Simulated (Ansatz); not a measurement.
Breaking the Cd1–I3 bond in CdFI (SMILES [F][Cd][I]) (multiplicity 1 held, fragments rigid). Energies count from the point at 2.584 Å.
Geometry at that point (charge 0, multiplicity 1):
```xyz
3

Cd     0.000     0.000    -1.085
F      0.000     0.000    -3.039
I      0.000     0.000     1.499
```

Signs of static correlation in def2-SVP, with CASSCF(6,4), from Ansatz (an electronic-structure program) runs.

| R (Å) | T1 of restricted CCSD | ⟨S²⟩ of UHF | largest double amplitude of restricted CCSD | weight of the CASSCF reference in MRCISD | CASSCF natural occupations |
|---|---|---|---|---|---|
| 2.067 | 0.015 | 0.000 | 0.038 | 0.898 | 2.00 2.00 1.99 0.01 |
| 2.326 | 0.016 | 0.000 | 0.039 | 0.898 | 2.00 2.00 1.99 0.01 |
| 2.584 | 0.017 | 0.000 | 0.042 | 0.898 | 2.00 2.00 1.98 0.02 |
| 2.843 | 0.018 | 0.000 | 0.066 | 0.899 | 2.00 2.00 1.97 0.03 |
| 3.101 | 0.020 | 0.000 | 0.096 | 0.899 | 2.00 2.00 1.95 0.05 |
| 3.489 | 0.025 | 0.288 | 0.156 | 0.901 | 2.00 2.00 1.89 0.11 |
| 3.876 | … | 0.738 | 0.238 | 0.901 | 2.00 2.00 1.78 0.22 |
| 4.522 | … | 0.956 | 0.434 | 0.901 | 2.00 2.00 1.47 0.53 |
| 5.168 | 0.077 | 0.999 | 0.654 | 0.902 | 2.00 2.00 1.23 0.77 |
| 5.944 | 0.089 | 1.010 | 0.826 | 0.901 | 2.00 2.00 1.09 0.91 |
| 6.977 | 0.091 | 1.010 | 0.914 | 0.901 | 2.00 2.00 1.00 1.00 |
| 8.269 | 0.087 | 1.010 | 0.936 | 0.901 | 2.00 2.00 1.00 1.00 |

Task: Some entries are withheld; supply them.

Result: 
- 3.876, T1 of restricted CCSD: 0.033
- 4.522, T1 of restricted CCSD: 0.056

Doubts at one or more of the structures used: active orbitals that take no part (SC-NEVPT2 on CASSCF(6,4)/def2-SVP); a restricted determinant that unrestricted orbitals would lower (R-CCSD(T)/def2-SVP); other coupled-cluster roots lie near (R-CCSD(T)/def2-SVP); T1 above 0.05 (R-CCSD(T)/def2-SVP); a spin-contaminated determinant (U-CCSD(T)/def2-SVP).
